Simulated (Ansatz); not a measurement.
Frontier orbitals of C$_{6}$H$_{16}$Sn, SMILES `C[CH](C)[SnH2][CH](C)C`.

Charge 0, multiplicity 1. Correlated methods include outer-core shells of Sn, which these sets cover unevenly. Sn takes the def2 core potential. The geometry is a stationary point of PBE0-D4/def2-TZVP. It is one conformer, not always the lowest. Basis def2-TZVPP, Ansatz 0.2.0.

```
 functional  HOMO (eV)  LUMO (eV)  gap (eV)
LDA (SPW92)      -5.98      -0.43      5.55
        PBE      -5.86      -0.17      5.69
     r2SCAN      -6.05       0.26      6.31
       PBE0      -6.96       0.57      7.53
    ωB97X-V      -9.19       2.32     11.51
    ωB97M-V      -9.08       1.96     11.04
```

Against PBE, PBE0 changes HOMO and LUMO by −1.10 and +0.74 eV, ωB97M-V by −3.22 and +2.13 eV. A gap of 5.69 eV thus becomes 11.04 eV for the same molecule, so an orbital gap means little without its functional. A positive LUMO is unbound and depends on the basis.
